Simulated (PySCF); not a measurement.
H9OPSi3.
SMILES with atom numbers: `[SiH3:1][SiH2:2][O:3][SiH2:4][PH2:5]` (hydrogens: H6, H7, H8 on Si1; H9, H10 on Si2; H11, H12 on Si4; H13, H14 on P5)

Geometry (PBE0-D3(BJ)/def2-SVP, Å), atoms numbered from 1 in this order:
```
atom  x, y, z in Å
Si1   -2.4414    0.1697   -0.6543
Si2   -1.0225    0.2141    1.2157
O3     0.2490   -0.8455    1.0028
Si4    1.6341   -1.0020    0.1013
P5     2.0040    0.9498   -0.9887
H6    -3.5310    1.1823   -0.4892
H7    -1.6622    0.4887   -1.8900
H8    -3.0599   -1.1834   -0.8088
H9    -1.7538   -0.1936    2.4508
H10   -0.4965    1.6034    1.4163
H11    2.7470   -1.3979    1.0117
H12    1.4521   -2.0589   -0.9378
H13    2.6459    1.5763    0.1233
H14    3.2278    0.4820   -1.5601
```

Method: PySCF 2.14.0, density-fitted response routines, TDDFT wB97X-D/def2-SVPD, vertical, gas phase, core orbitals frozen in the response.

Ground-to-excited transition dipoles (e·a0, same axes as the geometry; the sign carries no meaning), for the states with f of 0.002 or more among the lowest 7:

```
state  E (hartree)      μx      μy      μz
   S1       0.2292  -0.273  -0.049   0.326
   S2       0.2310  -0.035  -0.182   0.038
   S3       0.2466   0.169   0.197   0.105
   S4       0.2555   0.414  -0.013  -0.077
   S5       0.2651  -0.285  -0.429   0.153
   S6       0.2675  -0.086  -0.916   0.545
   S7       0.2684   0.021   0.095  -0.068
```

What oscillator strength does each state have?

f = (2/3) ΔE |μ|² with ΔE in hartree (27.2114 eV).

| state | \|μ\|² (au) | \|μ\| (D) | f |
| --- | --- | --- | --- |
| S1 | 0.183 | 1.09 | 0.028 |
| S2 | 0.036 | 0.48 | 0.006 |
| S3 | 0.078 | 0.71 | 0.013 |
| S4 | 0.177 | 1.07 | 0.030 |
| S5 | 0.289 | 1.37 | 0.051 |
| S6 | 1.144 | 2.72 | 0.204 |
| S7 | 0.014 | 0.30 | 0.003 |

Which bond between heavy atoms lies closest to the direction of the S6 transition dipole?

Si4–P5, at 5° from it; next Si2–O3 at 65°.

What angle do the transition dipoles of S1 and S5 make?

|cos θ| = |μa·μb| / (|μa| |μb|) = 0.65, so θ ≈ 50° (taken between 0 and 90°, since the signs are arbitrary).

How is the summed strength of these states shared among x, y and z?

(2/3) Σ ΔE μα² gives 0.061 for x, 0.196 for y and 0.077 for z, 0.334 in all.

What peak molar absorption coefficient would the strongest computed level give as a lone Gaussian band 0.4 eV wide at half height?

ε(max) = 2.175×10⁸ f / FWHM, with the width in cm⁻¹. S6: 2.175×10⁸ × 0.2040 / 3226 ≈ 14000 L mol⁻¹ cm⁻¹.

The vertical ionisation energy (ΔSCF) is 9.61 eV, 2.31 eV above S7.

One conformer stands for the species.
